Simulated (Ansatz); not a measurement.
The same path of H₅N₂Te (8 atoms, charge 1, multiplicity 1) was run twice with different band settings. The coordinate that changes most is the dihedral N1–Te2–N3–H6.

Computed with Ansatz 0.2.0, RKS BHLYP-D4/def2-SVPD.

Relaxed end points:

```xyz
8
Properties=species:S:1:pos:R:3
N -0.310 1.426 -0.772
Te 0.143 0.987 1.077
N 0.251 -1.207 0.607
H -1.261 1.636 -1.023
H 0.392 1.799 -1.390
H 1.165 -1.608 0.794
H -0.451 -1.751 1.099
H 0.070 -1.282 -0.391
```

```xyz
8
Properties=species:S:1:pos:R:3
N -0.459 1.432 -0.693
Te 0.799 0.990 0.733
N 0.357 -1.208 0.553
H -1.371 1.794 -0.471
H -0.125 1.639 -1.619
H -0.066 -1.596 1.390
H -0.311 -1.292 -0.210
H 1.177 -1.758 0.317
```

Common settings: movable images 7; climbing image yes; spring 5.0 eV/Å²; start path through a guess of the saddle point; force threshold 0.05 eV/Å; iteration limit 60; end points relaxed.

| run | optimiser | largest step |
| --- | --- | --- |
| 1 | quadratic models (default) | default |
| 2 | lbfgs | 0.02 Å |

Problem. What does each run give, and how far can it be trusted?

Solution. Run 1: converged after 17 iterations, highest image 0.009 eV above the first end. A vibrational analysis at the climbing image gives one clearly imaginary mode, 54i cm⁻¹: a first-order saddle point.
Run 2: converged after 51 iterations, highest image 0.009 eV above the first end. Another band between the same ends (7 images) ends at a top of the same energy, where a vibrational analysis finds 1 clearly imaginary mode.
